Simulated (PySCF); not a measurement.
**I⁺: excitation energy**

I⁺ [Kr] 4d10 5s2 5p4 (3P) → I⁺ [Kr] 4d10 5s2 5p3 5d1 (5D), as a difference of total energies. All numbers are calculated (PySCF 2.14, the spin-free X2C one-electron Hamiltonian (Gaussian nucleus), in aug-cc-pVTZ-DK3 (8s7p5d2f, 68 functions)). Correlated levels: valence: [Kr] 4d10 frozen. The calculations carry no spin-orbit coupling.

Q: Order these methods by the excitation energy they give, lowest first.
A. UHF
B. MP2 (valence)
C. CCSD(T) (valence)
D. SCS-MP2 (valence)

A: A (9.532 eV), B (9.938 eV), C (10.038 eV), D (10.093 eV).

Errors of the correlated levels include the incompleteness of this basis and the frozen core.

For comparison: 10.300 eV (measured; NIST levels, between the centres of gravity of the two terms).
